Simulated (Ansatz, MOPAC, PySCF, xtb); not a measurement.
H2O (SMILES O) and CH6Si (SMILES C[SiH3]) are pulled apart as rigid monomers along the line of their centres of mass, from the B3LYP-D3(BJ)/def2-TZVP minimum. Starting geometry (charge 0, multiplicity 1):
```xyz
11

O      0.1512     0.7103    -0.1305
H     -0.5964     1.2429     0.1619
H     -0.1945    -0.1867    -0.1949
C      1.2790     0.1445     3.1668
Si    -0.5264    -0.3210     3.0186
H      1.4191     0.9261     3.9157
H      1.6444     0.5116     2.2071
H      1.8801    -0.7174     3.4622
H     -1.0618    -0.8257     4.3073
H     -0.7251    -1.3861     2.0020
H     -1.3515     0.8464     2.6147
```

Interaction energies with rigid monomers; basis-set methods are counterpoise corrected unless marked otherwise.

Rows in 6-31G* carry no dispersion term and start afresh at each structure (6-31G* with six Cartesian d functions). The state that AM1 reach isn't checked.

Run with Ansatz (Gaussian orbitals); MOPAC for AM1 (differences of heats of formation); PySCF for 6-31G* rows, the dispersion terms; xtb for the GFN methods. Values without a source in brackets are computed.

```
O1···Si5 (Å)  GFN-FF (kcal/mol)  AM1 (kcal/mol)  HF/6-31G* (kcal/mol)  PBE-D3(BJ)/def2-TZVPPD (kcal/mol)  r2SCAN/def2-TZVPPD (kcal/mol)
------------  -----------------  --------------  --------------------  ---------------------------------  -----------------------------
3.05                       0.34            4.41                  2.41                              -1.45                          -1.10
3.38                      -0.52            1.94                 -0.10                              -2.41                     (withheld)
3.88                      -0.59           -0.01                 -0.79                              -1.94                          -1.55
4.72                      -0.30           -0.10                 -0.50                         (withheld)                          -0.62
6.06                      -0.08           -0.06                 -0.18                              -0.24                          -0.18
```

Question: Complete the blanks.

Answer: 
- 4.72, PBE-D3(BJ)/def2-TZVPPD (kcal/mol): -0.88
- 3.38, r2SCAN/def2-TZVPPD (kcal/mol): -2.05

Ansatz is an electronic-structure program.
